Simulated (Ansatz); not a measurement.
The same ligand exchange along the group B, Al, Ga, In.

Program: Ansatz. Geometries: PBE0-D4/def2-TZVP. ΔE: electronic, gas phase. CBS: MP2 limit from def2 TZ/QZ plus the TZ coupled-cluster correction, frozen cores. This one scheme is used for every species. DFT in def2-TZVPP. B3LYP here is the variant with VWN-RPA as its local correlation; programs differ in this. Elements past krypton have def2 core potentials. For Ga, In outer-core shells are correlated without core-valence functions, which leaves a few kJ/mol of doubt a bond. Scalar relativity is left out up to krypton.

```json
{"reaction": "`BN([SiH3])[SiH3]` + NH₃ → `BN` + `[SiH3]N[SiH3]`", "B3LYP-D4 (kcal/mol)": "-5.4", "PBE-D4 (kcal/mol)": "-5.3", "CCSD(T)/CBS(def2) (kcal/mol)": "-4.0"}
{"reaction": "`[AlH2][N]([SiH3])[SiH3]` + NH₃ → `[NH2][AlH2]` + `[SiH3]N[SiH3]`", "B3LYP-D4 (kcal/mol)": "1.5", "PBE-D4 (kcal/mol)": "2.2", "CCSD(T)/CBS(def2) (kcal/mol)": "2.5"}
{"reaction": "`[SiH3][N]([SiH3])[GaH2]` + NH₃ → `[NH2][GaH2]` + `[SiH3]N[SiH3]`", "B3LYP-D4 (kcal/mol)": "2.6", "PBE-D4 (kcal/mol)": "2.8", "CCSD(T)/CBS(def2) (kcal/mol)": "3.3"}
{"reaction": "`[SiH3][N]([SiH3])[InH2]` + NH₃ → `[NH2][InH2]` + `[SiH3]N[SiH3]`", "B3LYP-D4 (kcal/mol)": "4.6", "PBE-D4 (kcal/mol)": "5.0", "CCSD(T)/CBS(def2) (kcal/mol)": "6.7"}
```

Largest T1 diagnostic: 0.016, for `[NH2][InH2]`.
